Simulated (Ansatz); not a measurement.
Abridged output of a molecular run in Ansatz:

```
Functional definition: HF
1476 factors; integrals over basis functions are off by at most 9.7e-4 eV
mean field evaluation 1: about -18509.9494 eV, gradient 7.0e1 eV
mean field evaluation 2: about -18510.2020 eV, gradient 7.1e1 eV
mean field evaluation 4: about -18518.8434 eV, gradient 9.5e0 eV
mean field evaluation 8: about -18519.0967 eV, gradient 9.8e-1 eV
mean field evaluation 16: about -18519.1004 eV, gradient 2.0e-6 eV
mean field -18519.10035378 eV, -680.5643853043 hartree, gradient 2.0e-6 eV, S^2 0.000000; 0 other end points of the search recorded, 0 dependent functions left out
8 core orbitals not correlated: weight in the atoms' cores, before any rotation towards them, 1.000 or more for the frozen orbitals, at most 0.000 for the correlated occupied ones
reference -18519.10035378 eV, -680.5643853043 hartree; 20, 20 occupied and 205, 205 virtual orbitals, 1476 factors
second order -37.35160329 eV of doubles, -0.00000000 eV of singles
cycle   1  -35.14947318 eV  change     2.2e0 eV  update   2.6e-1
cycle   2  -36.46018495 eV  change    -1.3e0 eV  update   1.6e-1
cycle   3  -36.79416018 eV  change   -3.3e-1 eV  update   4.5e-2
cycle   4  -36.81171403 eV  change   -1.8e-2 eV  update   2.0e-2
cycle   5  -36.78450734 eV  change    2.7e-2 eV  update   7.0e-3
cycle   6  -36.78249341 eV  change    2.0e-3 eV  update   3.0e-3
cycle   7  -36.78437057 eV  change   -1.9e-3 eV  update   1.3e-3
cycle   8  -36.78359350 eV  change    7.8e-4 eV  update   5.1e-4
cycle   9  -36.78380492 eV  change   -2.1e-4 eV  update   2.0e-4
cycle  10  -36.78409859 eV  change   -2.9e-4 eV  update   7.3e-5
cycle  11  -36.78394628 eV  change    1.5e-4 eV  update   3.8e-5
cycle  12  -36.78390949 eV  change    3.7e-5 eV  update   1.7e-5
perturbative correction -1.94907936 eV, -0.0716273453 hartree
Total energy: -18557.83334263 eV, -681.9877963904 hartree
```

Its atoms:

Cartesian coordinates in Å:
```
O -1.2529 -0.9060 -1.0610
Nb 0.0179 0.0191 -0.0191
O -0.8838 1.0655 1.2648
O 1.1147 -1.2326 0.8679
S 1.2179 1.2797 -1.2779
H -1.4100 -0.8806 -2.0061
H -0.8677 2.0132 1.4072
H 2.0638 -1.3582 0.8241
```

(1) Which basis set was used?
A. cc-pV(D+d)Z
B. def2-TZVPP
C. def2-SVPD
D. def2-QZVPP

(2) Write the keys of the input that set method, charge and spin (a neutral closed shell needs none for the last two).

Results:

(1) B. It gives 233 functions.

(2) 
```yaml
correlation: {method: ccsd_t}
```
